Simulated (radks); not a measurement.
Question: All-electron atom: Ar3+ in [Ne] 3p5 (not the ground configuration). Method: Dirac Kohn-Sham, PBE, spin-unpolarised, spherical densities, point nucleus; open shells fill j = l - 1/2 first; computed with a radial shooting solver on a logarithmic mesh with Libxc functionals. Some entries of the table are withheld. Estimate them.

| orbital | occ. | eigenvalue (eV) | r(max) (bohr) |
|---|---|---|---|
| 1s1/2 | 2 | -3171.719 | (1) |
| 2s1/2 | 2 | -347.0955 | (2) |
| 2p1/2 | 2 | -281.6190 | (3) |
| 2p3/2 | 4 | -279.3741 | (4) |
| 3p1/2 | 2 | -51.0602 | (5) |
| 3p3/2 | 3 | -50.8073 | (6) |

Answer: 
(1) 1s1/2 r(max) (bohr): 0.05605
(2) 2s1/2 r(max) (bohr): 0.3384
(3) 2p1/2 r(max) (bohr): 0.2793
(4) 2p3/2 r(max) (bohr): 0.2812
(5) 3p1/2 r(max) (bohr): 1.190
(6) 3p3/2 r(max) (bohr): 1.195
